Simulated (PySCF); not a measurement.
Can point charges reproduce the dipole moment of `CC1=C(Cl)C(F)=NC=N1`?

Coordinates (GFN2-xTB, Å) and charges (e) from the PBE0/pcSseg-1 density (PySCF):

```
atom       x       y       z  Mulliken      IAO  Hirshfeld  ESP-fitted
  C1  -1.856  -0.720  -0.002   -0.1385  -0.4403    -0.1225     -0.5735
  C2  -0.424  -0.318   0.003   +0.1405  +0.1741    +0.0821     +1.0208
  N3   0.493  -1.277   0.047   -0.4445  -0.3086    -0.1620     -0.8991
  C4   1.763  -0.932   0.052   +0.2806  +0.1231    +0.0876     +0.7287
  N5   2.232   0.303   0.017   -0.4315  -0.3069    -0.1752     -0.8436
  C6   1.339   1.264  -0.027   +0.6942  +0.4274    +0.1469     +1.0549
  F7   1.806   2.509  -0.063   -0.2344  -0.2400    -0.0643     -0.2523
  C8  -0.034   1.027  -0.036   -0.3929  -0.1243    -0.0179     -0.8091
 Cl9  -1.178   2.311  -0.091   -0.0405  +0.0098    +0.0045     +0.0497
 H10  -1.926  -1.802   0.035   +0.1448  +0.1747    +0.0548     +0.1731
 H11  -2.367  -0.288   0.857   +0.1480  +0.1680    +0.0505     +0.1499
 H12  -2.345  -0.348  -0.900   +0.1480  +0.1680    +0.0505     +0.1489
 H13   2.492  -1.728   0.090   +0.1263  +0.1749    +0.0643     +0.0516
```

**Question.** Form Σ q r in debye for every column and set it beside the full dipole.

**Answer.** The full density gives (-1.91, -0.95, 0.01) D, 2.14 D in size; dipole vectors point from the negative to the positive end.

```
    scheme     μx     μy    μz  size (D)  share of the full size (%)  angle to the full dipole (°)
  Mulliken  -2.81  -2.65  0.05      3.86                         181                            17
       IAO  -2.10  -2.13  0.05      2.99                         140                            19
 Hirshfeld  -1.11  -0.44  0.00      1.19                          56                             5
ESP-fitted  -1.89  -1.01  0.01      2.14                         100                             2
```

**Question.** Which set comes closest?

**Answer.** Length of the difference vector: ESP-fitted 0.06 D, Hirshfeld 0.95 D, IAO 1.19 D, Mulliken 1.91 D. Closest: ESP-fitted. ESP charges are fitted to the potential around the molecule, whose slowest-falling term is the dipole's. The schemes that divide the density aren't constrained to reproduce the dipole.

**Question.** What is left for the Hirshfeld atoms' own dipoles?

**Answer.** The shares of the density sum to the whole, so what Σ q r misses lies in dipoles about the nuclei. The atomic dipoles sum to (-1.91, -0.95, 0.01) − (-1.11, -0.44, 0.00) = (-0.80, -0.51, 0.01) D, 0.95 D in size.

**Question.** With the origin at the mean of the coordinates, (0.000, 0.000, -0.001) Å, which are the largest single terms, by size, of the IAO dipole along the direction of the full one?

**Answer.** C1 -4.19, C6 -3.62, F7 +3.16, N5 +3.14, H10 +2.12 D; all 13 atoms together +2.83 D. The single terms depend on the origin, their sum doesn't.

**Question.** Give the size of the full dipole in other units.

**Answer.** 2.14 D = 0.841 au = 0.445 e·Å = 7.13 × 10⁻³⁰ C·m.

Isolated species at its GFN2-xTB geometry, gas phase.
